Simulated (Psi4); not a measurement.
methanol (CH₄O), singlet, geometry from GFN2-xTB. Base run: HF/6-311G** run with Psi4.

Geometry (Å):
```xyz
6

C     -0.0577     0.6575     0.0062
O     -0.0350    -0.7486    -0.0076
H     -1.1061     0.9501     0.0041
H      0.8802    -1.0479    -0.0061
H      0.4218     1.0619     0.9043
H      0.4304     1.0796    -0.8790
```
Charge 0, spin multiplicity 1.
All else is at Psi4's defaults (density fitting).
Base energy -115.07505 Eh.

Variants of this job, named by their change:

```
change                                        ΔE vs base (µEh)  SCF cycles  basis functions
--------------------------------------------  ----------------  ----------  ---------------
base                                                       0.0           8               60
diis_max_vecs = 15                                         0.0           8               60
scf_type = mem_df                                          0.0           8               60
guess = sadno                                              0.0           9               60
guess = modhuckel                                          0.0           9               60
scf_type = direct                                        -15.2          10               60
scf_type = dfdirj+link                                   -49.6           8               60
puream = false                                            -148           8               62
d_convergence = 1e-10                                      0.0          13               60
basis_guess = sto-3g                                       0.0           8               60
cholesky_tolerance = 1e-3 (with scf_type cd)              -699           8               60
scf_type = dfdirj+cosx                                   -38.6           9               60
puream = true                                              0.0           8               60
```
